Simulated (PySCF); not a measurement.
Ga(Br)(Vi)2, SMILES C=[CH][Ga]([CH]=C)[Br] (C4H6BrGa) (PBE0/def2-SVP optimised geometry):

```
12

Ga     0.229     0.002     0.000
Br     2.539     0.002     0.000
C     -0.624    -1.744     0.002
C     -1.893    -1.924     0.395
H     -0.040    -2.626    -0.292
H     -2.360    -2.917     0.425
H     -2.531    -1.094     0.719
C     -0.626     1.748     0.000
C     -1.899     1.925    -0.383
H     -0.041     2.631     0.287
H     -2.367     2.917    -0.410
H     -2.539     1.093    -0.699
```

Level of theory: PBE0/def2-TZVP (PySCF).

**Question.** What are the frontier orbital energies and the dipole moment?

**Answer.** HOMO-2 -8.22 eV, HOMO-1 -8.13 eV, HOMO -7.73 eV, LUMO -1.85 eV, LUMO+1 -0.49 eV; dipole moment 3.04 D.

On the same geometry PBE/def2-TZVP (PySCF 2.14.0) gives HOMO-2 -7.12 eV, HOMO-1 -6.92 eV, HOMO -6.48 eV, LUMO -2.69 eV, LUMO+1 -1.53 eV; dipole moment 2.92 D.

Meta-Löwdin charges at PBE0/def2-TZVP: Ga1 0.60, Br2 -0.30, C3 -0.32, C4 -0.20, H5 0.13, H6 0.13, H7 0.12, C8 -0.32, C9 -0.20, H10 0.13, H11 0.13, H12 0.12.
